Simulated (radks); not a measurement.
Values are calculated unless marked as measured or tabulated.
Valence configurations of Zn I (all share [Ar]). Level of theory: Dirac Kohn-Sham, BLYP, spin-unpolarised, spherical densities, finite nucleus; open shells are shared between the two j in proportion to 2j + 1; Fermi nuclear charge, rms radius 3.9283 fm (a radial shooting solver on a logarithmic mesh with Libxc functionals). Energies are relative to 3d10 4s2; eigenvalues in eV.

3d10 4s2: E (eV) 0.000; e(3d3/2) -10.268; e(3d5/2) -9.910; e(4s1/2) -5.961
3d10 4s1.5 4p0.5: E (eV) 2.491; e(3d3/2) -11.439; e(3d5/2) -11.081; e(4p1/2) -1.679; e(4p3/2) -1.610; e(4s1/2) -6.746
3d10 4s1 4p1: E (eV) 5.107; e(3d3/2) -12.461; e(3d5/2) -12.102; e(4p1/2) -2.106; e(4p3/2) -2.028; e(4s1/2) -7.401
3d9.5 4s2 4p0.5: E (eV) 5.264; e(3d3/2) -14.238; e(3d5/2) -13.866; e(4p1/2) -1.916; e(4p3/2) -1.834; e(4s1/2) -7.355
3d10 4s0.5 4p1.5: E (eV) 7.833; e(3d3/2) -13.388; e(3d5/2) -13.028; e(4p1/2) -2.483; e(4p3/2) -2.395; e(4s1/2) -7.976
3d10 4p2: E (eV) 10.655; e(3d3/2) -14.249; e(3d5/2) -13.889; e(4p1/2) -2.826; e(4p3/2) -2.730
3d9 4s2 4p1: E (eV) 12.185; e(3d3/2) -18.313; e(3d5/2) -17.926; e(4p1/2) -2.591; e(4p3/2) -2.484; e(4s1/2) -8.603
3d9 4s1 4p2: E (eV) 18.444; e(3d3/2) -20.084; e(3d5/2) -19.696; e(4p1/2) -3.307; e(4p3/2) -3.183; e(4s1/2) -9.649
3d8 4s2 4p2: E (eV) 31.364; e(3d3/2) -26.917; e(3d5/2) -26.499; e(4p1/2) -3.858; e(4p3/2) -3.700; e(4s1/2) -10.886

NIST lists [Ar] 3d10 4s2 as the ground configuration; this level of theory agrees among the configurations tried. The energies are those of spherical spin-averaged densities, not of single terms.
